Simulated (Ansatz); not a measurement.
A structure relaxed at PBE-D4/def2-SVP in Ansatz, charge 0, singlet:

Cartesian coordinates in Å:
```
Li -1.8981 0.6815 0.7329
Li 0.8051 1.9764 0.2465
Li -0.8063 -1.9754 -0.2506
Li 1.8992 -0.6825 -0.7287
F -0.8113 1.9715 0.7288
F 2.0069 0.9602 -0.3605
F 0.8127 -1.9728 -0.7246
F -2.0081 -0.9590 0.3559
```

(1) Give its formula and point group.

(2) Summarise the bond lengths by kind (pairs closer than 1.2 times the sum of covalent radii, bridged metal pairs left out).

Results:

(1) the cluster Li4F4. Point group D4h (tolerance 0.1 Å).

(2) 8 × F–Li 1.69 Å.

The structure comes from a short search, and lower isomers may exist.
